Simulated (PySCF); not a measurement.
A PySCF script (with the pyscf-properties extension) for the NMR shieldings of `CP(C1CCC1)C1CC1`, C8H15P, on a GFN2-xTB geometry:

```python
import basis_set_exchange as bse
import numpy as np
from pyscf import gto, dft
from pyscf.prop import nmr

atoms = """
C     0.262973    2.394670    0.248490
P     0.283869    0.774838   -0.648247
C    -1.001897   -0.094382    0.377816
C    -2.466558    0.256084    0.055381
C    -2.785291   -1.240792   -0.061390
C    -1.283664   -1.555735   -0.017225
C     1.761511    0.050611    0.171748
C     3.096090    0.226078   -0.494549
C     2.444321   -1.116148   -0.481864
H     1.082846    3.010595   -0.116260
H     0.366789    2.250941    1.323430
H    -0.675675    2.903676    0.037188
H    -0.767526    0.017312    1.440919
H    -2.571972    0.786381   -0.890660
H    -3.006902    0.802172    0.826580
H    -3.306731   -1.545079   -0.966530
H    -3.324158   -1.627314    0.801788
H    -0.969719   -2.311568    0.700308
H    -0.875548   -1.808610   -0.995221
H     1.742409    0.070101    1.258416
H     3.963306    0.388001    0.128599
H     3.126267    0.763868   -1.431229
H     2.036115   -1.487484   -1.410369
H     2.857410   -1.888451    0.150438
"""
names = dict.fromkeys(["C", "P", "H"], "pcSseg-1")
basis = {el: gto.basis.parse(bse.get_basis(n, elements=[el], fmt="nwchem")) for el, n in names.items()}
mol = gto.M(atom=atoms, basis=basis, charge=0, verbose=0)
mf = dft.RKS(mol, xc="PBE0")
mf.grids.level = 2
mf.grids.alignment = dft.numint.BLKSIZE   # the property module wants whole blocks of grid points
mf.conv_tol = 1e-9
mf.kernel()

calc = nmr.RKS(mf)   # GIAO
C = mf.mo_coeff
Co = C[:, mf.mo_occ > 0]
resp = mf.gen_response(singlet=True, hermi=2)
def vind(x):   # induced exchange potential for any number of trial vectors
    d = np.einsum("pi,xij,qj->xpq", C, 2 * x.reshape(-1, C.shape[1], Co.shape[1]), Co, optimize=True)
    return np.einsum("xpq,pi,qj->xij", resp(d - d.transpose(0, 2, 1)), C, Co, optimize=True).ravel()
mo1, _ = nmr.rhf.solve_mo1(calc, with_cphf=vind)
sigma = calc.kernel(mo1)
for i, s in enumerate(sigma):   # ppm
    print("%2d %-2s %9.2f" % (i, mol.atom_pure_symbol(i), np.trace(s) / 3))
```

Problem. What are the results?

Solution. 
```
 0 C     172.29
 1 P     344.22
 2 C     147.12
 3 C     161.58
 4 C     166.71
 5 C     160.59
 6 C     172.08
 7 C     183.81
 8 C     181.22
 9 H      30.53
10 H      30.92
11 H      30.68
12 H      29.43
13 H      29.82
14 H      29.56
15 H      29.64
16 H      29.46
17 H      29.41
18 H      29.63
19 H      31.59
20 H      31.16
21 H      31.59
22 H      31.35
23 H      31.08
```

These numbers come from an equivalent density-fitted implementation of the same equations, which agrees with the script to about 0.01 ppm for H and up to a few tenths of a ppm for heavy atoms, so last digits may differ.

Size and cost of the density-fitted run: 235 basis functions, 77 s wall time on 1 thread of an Intel Xeon Platinum 8375C, shared host; peak memory 1 GiB.
